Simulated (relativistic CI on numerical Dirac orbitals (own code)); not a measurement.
Line list: Forbidden lines, W9+

These numbers are calculated, not measured: Dirac-Coulomb-Breit CI, orbitals from a KLI potential per configuration, model QED, unscaled Slater integrals (own radial code, finite nucleus).

Configurations in the expansion (outside the closed core [Kr] 4d10): 4f14 5s2 5p3, 4f13 5s2 5p4, 4f14 5s 5p4, 4f14 5s2 5p2 5d, 4f13 5s2 5p3 5d, 4f14 5s 5p3 5d, 4f14 5s2 5p2 5f, 4f14 5s2 5p2 6s, 4f14 5s2 5p2 5g, 4f13 5s2 5p3 6s, 4f14 5p5, 4f13 5p6, 4f13 5p5 5d, 4f14 5s2 5p 5d2, 4f14 5s2 5d3, 4f13 5s2 5p 5d3, 4f14 5s 5p 5d3, 4f14 5s2 5d2 5f. Double excitations out of closed p, d and f shells are left out; levels of such configurations are missing from the list, as are those of other unlisted configurations, and high levels can miss mixing partners. Some configurations lack a partner that the ground configuration has and come out too high, among them 4f13 5s2 5p3 6s, 4f14 5s2 5p2 6s, 4f14 5s2 5p2 5g.

```csv
λ vac (nm),Lower,Upper,Type,A (s⁻¹),log gf
86.241,4f14 5s2 5p3 2P°_3/2 [1],4f14 5s2 5p3 2P°_1/2 [16],E2,5.54e+02,-6.91
86.241,4f14 5s2 5p3 2P°_3/2 [1],4f14 5s2 5p3 2P°_1/2 [16],M1,9.79e+03,-5.66
90.859,4f13 5s2 5p4 4G°_11/2 [2],4f13 5s2 5p4 2G°_9/2 [21],E2,3.47e+02,-6.37
90.859,4f13 5s2 5p4 4G°_11/2 [2],4f13 5s2 5p4 2G°_9/2 [21],M1,2.05e+03,-5.60
92.033,4f13 5s2 5p4 2G°_9/2 [3],4f13 5s2 5p4 2G°_9/2 [21],M1,3.53e+03,-5.35
93.949,4f13 5s2 5p4 2G°_9/2 [3],4f13 5s2 5p4 2G°_7/2 [20],M1,4.36e+03,-5.34
94.442,4f13 5s2 5p4 2F°_7/2 [5],4f13 5s2 5p4 2G°_9/2 [21],E2,2.94e+02,-6.41
94.442,4f13 5s2 5p4 2F°_7/2 [5],4f13 5s2 5p4 2G°_9/2 [21],M1,2.68e+03,-5.45
94.996,4f13 5s2 5p4 2D°_3/2 [4],4f13 5s2 5p4 2G°_7/2 [20],E2,2.09e+02,-6.65
97.926,4f13 5s2 5p4 2D°_5/2 [6],4f13 5s2 5p4 2G°_7/2 [20],M1,2.27e+03,-5.58
98.321,4f13 5s2 5p4 2G°_9/2 [3],4f13 5s2 5p4 2D°_5/2 [19],E2,4.06e+02,-6.45
99.468,4f13 5s2 5p4 2D°_3/2 [4],4f13 5s2 5p4 2D°_5/2 [19],M1,8.00e+03,-5.15
101.07,4f13 5s2 5p4 2F°_7/2 [5],4f13 5s2 5p4 2D°_5/2 [19],M1,3.11e+02,-6.54
102.15,4f13 5s2 5p4 4G°_11/2 [2],4f13 5s2 5p4 4F°_9/2 [18],M1,9.66e+03,-4.82
102.68,4f13 5s2 5p4 2D°_5/2 [6],4f13 5s2 5p4 2D°_5/2 [19],M1,3.11e+03,-5.53
103.09,4f14 5s2 5p3 2P°_3/2 [1],4f14 5s2 5p3 2D°_5/2 [15],E2,3.87e+02,-6.43
103.09,4f14 5s2 5p3 2P°_3/2 [1],4f14 5s2 5p3 2D°_5/2 [15],M1,1.70e+03,-5.79
103.64,4f13 5s2 5p4 2G°_9/2 [3],4f13 5s2 5p4 4F°_9/2 [18],M1,3.24e+03,-5.28
107.22,4f13 5s2 5p4 2G°_9/2 [3],4f13 5s2 5p4 4D°_7/2 [17],M1,4.55e+03,-5.20
110.50,4f13 5s2 5p4 2F°_7/2 [5],4f13 5s2 5p4 4D°_7/2 [17],M1,8.10e+03,-4.93
112.43,4f13 5s2 5p4 2D°_5/2 [6],4f13 5s2 5p4 4D°_7/2 [17],M1,2.59e+03,-5.41
118.70,4f13 5s2 5p4 2G°_9/2 [10],4f13 5s2 5p4 2G°_7/2 [20],M1,2.58e+03,-5.36
125.09,4f14 5s2 5p3 2P°_3/2 [1],4f14 5s2 5p3 2D°_3/2 [13],M1,9.58e+03,-5.05
129.58,4f13 5s2 5p4 2F°_7/2 [12],4f13 5s2 5p4 2G°_9/2 [21],M1,2.31e+02,-6.24
129.79,4f13 5s2 5p4 2F°_7/2 [11],4f13 5s2 5p4 2D°_5/2 [19],M1,8.10e+02,-5.91
139.23,4f13 5s2 5p4 2F°_7/2 [11],4f13 5s2 5p4 4F°_9/2 [18],M1,6.30e+02,-5.74
142.41,4f13 5s2 5p4 2F°_7/2 [12],4f13 5s2 5p4 2D°_5/2 [19],M1,8.68e+02,-5.80
153.85,4f13 5s2 5p4 2F°_7/2 [12],4f13 5s2 5p4 4F°_9/2 [18],M1,2.25e+03,-5.10
161.87,4f13 5s2 5p4 2F°_7/2 [12],4f13 5s2 5p4 4D°_7/2 [17],M1,5.43e+02,-5.77
423.76,4f13 5s2 5p4 4G°_11/2 [2],4f13 5s2 5p4 2G°_9/2 [10],M1,2.05e+02,-5.26
```

Terms are leading LS components. Brackets give the number of a level in order of energy, since labels repeat. The list gives strong lines, with weight on those to low levels, among the lowest 200 of 2308 levels, so that lines to higher ones, which can be the strongest, are missing. Levels whose partners in the same complex of configurations lie outside the list can be far off, and so can their lines. Rates are taken at the computed energies, electric ones in the length gauge.

At this charge transitions that keep the count of f electrons are usually good to a few per cent. Levels and lines within the n = 5 or 6 shells can be off by up to 10 % or somewhat more, and those that change n by about 2 %, since core polarisation is missing. Levels that differ in their count of f electrons can be misplaced by several ten thousand cm⁻¹, since the correlation energy of f electrons is missing or only estimated; rates across such gaps can be off by orders of magnitude.

LS names give the leading component of a level, which can be under half, so a name can repeat, a term be missing and a line seem to break the LS rules.
